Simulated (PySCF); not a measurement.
SMILES [Cl][BiH][Cl] at its PBE0/def2-SVP optimised geometry (Å):

```
4

Bi    -1.1851    -0.9028     0.0000
H     -1.2838     0.9028     0.0000
Cl     1.2838    -0.9028     0.0000
Cl    -1.6483    -1.0601     2.4197
```

Level of theory: PBE0/def2-TZVP, def2 effective core potentials past Kr in PySCF 2.14.0. The core electrons that the potentials of Bi replace are not part of the density. Cells within 0.4 Å of a nucleus heavier than hydrogen are left out (blank, or x).

Map of the LUMO amplitude (bohr^(-3/2)) on the plane z = 0.0 Å; orbital energy -2.29 eV, overall sign arbitrary:

```
|5555555555555555555555555555555|
|5555555555555555555555555555555|
|5555555555555555555555555555555|
|5555555555555555555555555555555|
|5555555555555555555555555555555|
|5555555555555555555555555555555|
|5555555555555555555555555555555|
|5554455555555555555555555555555|
|4444445555555555555555555555555|
|4444444555555555555555555555555|
|4444444455666655555555555555555|
|4444444455666665555555555555555|
|4444444455666666555555555555555|
|4443333445667666555555556655555|
|4433333445677776554445566666555|
|4333333345677776543345666666655|
|4333223344567876532235677766655|
|3332223455236886531125788776655|
|333222358xxx48874201xx899876665|
|333222369xxx3897420xxxx99876665|
|433333457xxx49975200xx798776665|
|4333334554237997531024677766655|
|4433334556679987543224566666655|
|4444444566789987654344566666555|
|4444444566788876654445555655555|
|4444445566777776655555555555555|
|4444445556677666655555555555555|
|4444455556666666655555555555555|
|5445555555666666555555555555555|
|5555555555555555555555555555555|
|5555555555555555555555555555555|
```
Scale: ten equal steps from -0.115 (start of '0') to 0.103 (end of '9'), in the order '0123456789'; x runs from -3.50 to 3.50, y from -3.50 (bottom) to 3.50 (top).
